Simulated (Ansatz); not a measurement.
Saddle point of SiH7O2F, closed shell (SiH₄O ([OH][SiH3]) + H₂O + HF → SiH₃OF ([OH][SiH2][F]) + H₂O + H₂; bonds formed: Si1–F7, H2–H8, H6–O9; bonds broken: Si1–H2, H6–F7, H8–O9), PBE0-D4/def2-TZVP structure:

```xyz
11
angstrom
Si -0.5149 0.5579 -0.7810
H 0.5256 -0.7157 -0.8336
H -0.5640 0.3640 -2.2674
H -1.8288 0.0253 -0.3314
O -0.1686 2.1672 -0.8590
H 0.5374 -0.5928 1.4099
F 0.0040 0.6127 1.0063
H 0.7453 -1.2514 0.0502
O 0.9433 -1.5259 1.1689
H -0.0107 2.5781 -0.0061
H 0.3313 -2.2194 1.4434
```

Energies are electronic, without zero-point energy. Barriers and step energies count from the start structure reached by relaxing down the imaginary mode; all methods use the PBE0-D4 structures, on which another method's saddle can fall below an end. Ansatz 0.2.0; basis: def2-TZVPP, with def2-QZVPP for the basis limit; cores frozen in the correlated methods. B3LYP uses VWN-RPA correlation. Extrapolation: Hartree–Fock as exp(−7.88 √X), correlation as X^−2.97.

| method | barrier (eV) | step energy (eV) |
| --- | --- | --- |
| SPW92 | ? | -0.464 |
| PBE-D4 | 1.045 | -0.696 |
| BLYP-D4 | 1.217 | -0.822 |
| r2SCAN-D4 | 1.065 | -0.867 |
| B97M-V | 1.191 | -0.885 |
| PBE0-D4 | 1.223 | -0.734 |
| B3LYP-D4 | 1.335 | -0.832 |
| r2SCAN0-D4 | 1.224 | -0.858 |
| BHLYP-D4 | ? | -0.885 |
| CAM-B3LYP-D4 | 1.330 | -0.825 |
| wB97X-V | 1.342 | -0.868 |
| wB97M-V | 1.303 | -0.892 |
| B2PLYP | 1.392 | -0.873 |
| PBE-QIDH | 1.348 | -0.821 |
| RPA on PBE | ? | -0.896 |
| HF | 2.095 | -1.054 |
| MP2 | 1.390 | -0.912 |
| CCSD | 1.549 | -0.896 |
| CCSD(T) | 1.443 | -0.875 |

Question: Fill in the withheld barriers. (Judge from chemistry; the value comes from the calculation.)

Answer: By the calculation: BHLYP-D4 1.529; SPW92 0.642; RPA on PBE 1.435 eV. Each is the energy of the saddle less that of the start structure, by the same method.

For comparison, the barrier by CCSD(T) at an estimated basis limit (MP2 extrapolated from triple and quadruple zeta, plus CCSD(T) − MP2 in triple zeta) is 1.426 eV.

The T1 diagnostic stays at or below 0.012.

Labels in which every atom is bracketed show which atoms are joined, not bond orders.

For scale, one of the runs: CCSD(T)/def2-TZVPP, 233 basis functions, launched by `ansatz run in.yaml --threads 4 --pin off --events-out ev --progress --plain --max-ram 9574MiB`. Time: 30 s of wall clock on 4 CPU threads of an Intel Xeon 6975P-C; the host was shared. Peak host memory: 4.7 GiB.
